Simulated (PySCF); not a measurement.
**Calculated properties of `O=CC#CC[SiH2]C`**

Species: C5H8OSi.
Geometry (GFN2-xTB, Å), atoms numbered from 1 in this order:
```xyz
15
C5H8OSi angstrom
C     -1.9430    0.8109    0.5445
Si    -1.5179   -0.9347   -0.0527
C     -0.0176   -0.8152   -1.2600
C      1.1051   -0.2423   -0.5915
C      2.0310    0.2269    0.0275
C      3.1174    0.7923    0.7402
O      3.3097    1.9691    0.9240
H     -2.2743    1.4458   -0.2735
H     -2.7383    0.7886    1.2836
H     -1.0793    1.2890    1.0000
H     -1.1382   -1.8113    1.0590
H     -2.6172   -1.5306   -0.8224
H      0.2381   -1.8091   -1.6286
H     -0.2902   -0.1930   -2.1135
H      3.8104    0.0217    1.1415
```

Some functional groups and rings: aldehyde, alkyne, Si–H bond and C–Si bond.

GFN2-xTB geometry:

```
Point group of the GFN2-xTB geometry                  : C1
Rotational constants A, B, C of the GFN2-xTB geometry : 4.354, 0.900, 0.792 GHz
```

**PBE0/def2-SVPD ground state and vertical TDDFT (core frozen in the response) (PySCF)**

```
Dipole moment                                                     : 4.09 D
HOMO energy                                                       : -7.74 eV
LUMO energy                                                       : -1.77 eV
HOMO–LUMO gap                                                     : 5.97 eV
Lowest singlet excitation                                         : 3.83 eV (324 nm, f = 0.000)
Strongest line among the 8 lowest singlet transitions             : S3 at 5.37 eV (231 nm, f = 0.311)
Lowest triplet excitation (Tamm–Dancoff)                          : 3.22 eV
Static isotropic polarisability                                   : 93.5 au
Electronic spatial extent ⟨r²⟩ about the centre of nuclear charge : 1417 bohr²
```

Monoisotopic mass (most abundant isotopes): 112.0344 u.

The largest Löwdin shares of the HOMO are 0.68 on O7, 0.16 on C6, 0.09 on H15 and 0.06 on C5. The rotational constants make it an asymmetric top with κ = (2B − A − C)/(A − C) = -0.94, nearer the prolate limit (−1). The polarisability is 13.85 Å³ as a volume (1 au = 0.148185 Å³), or 1.56 au for each of the 60 electrons. The vertical singlet–triplet gap S1 − T1 is 0.61 eV (TDDFT singlet less Tamm–Dancoff triplet; S1: HOMO→LUMO, weight 0.98; T1: HOMO→LUMO, weight 0.97). The 8 singlets span 3.83 to 7.22 eV, and their oscillator strengths add up to 0.32. No computed singlet falls in the visible range (750 to 380 nm, 1.65 to 3.26 eV); S1 lies 0.57 eV above its blue end.

Isolated species at its GFN2-xTB geometry (one conformer only).

For the TDDFT job (PBE0/def2-SVPD), hardware: an Intel Xeon at 2.70 GHz with one thread, on a shared host. Cost: 52 s, 0.85 GiB resident at most.
